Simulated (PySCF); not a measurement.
## A survey of 19F NMR shifts

Computed data (PySCF 2.14): geometry from GFN2-xTB, shieldings: GIAO PBE0/pcSseg-1. Equivalent nuclei averaged, gas phase, one conformer, non-relativistic Hamiltonian.

Shieldings were converted by a linear fit to measured shifts: 19F: δ = 146.13 − 0.903σ +14.6 on sp3 carbon (rms 6.0 ppm, 223 shifts, 7.0 ppm with the 5 outliers that the fit left out vs CFCl3, solution or neat liquid). Occasional misses reach two or three times the rms, and more in compound classes unlike the fitted ones.

Question: Give the 19F shifts of `N#C[C@@]1(F)[SiH2][C@@H]1F`, `CCC(F)(CC)CC`.

Answer: 
```
                                        compound                    environment  δ (ppm)
[N:1]#[C:2][C@@:3]1([F:4])[SiH2:5][C@@H:6]1[F:7]  F4: fluorine on an sp3 carbon   -230.4
[N:1]#[C:2][C@@:3]1([F:4])[SiH2:5][C@@H:6]1[F:7]  F7: fluorine on an sp3 carbon   -232.6
                                    CCC(F)(CC)CC      fluorine on an sp3 carbon   -167.3
```

Question: Order these by 19F shift, lowest first.
A. NC(=O)C#CC(F)F
B. FCOC1=CCC=CO1
C. CSC/P=C\C(F)(F)F

Answer: B (-171.7 ppm, fluorine on an sp3 carbon), A (-108.3 ppm, fluorine of a CF2 group), C (-50.6 ppm, fluorine of a CF3 group).
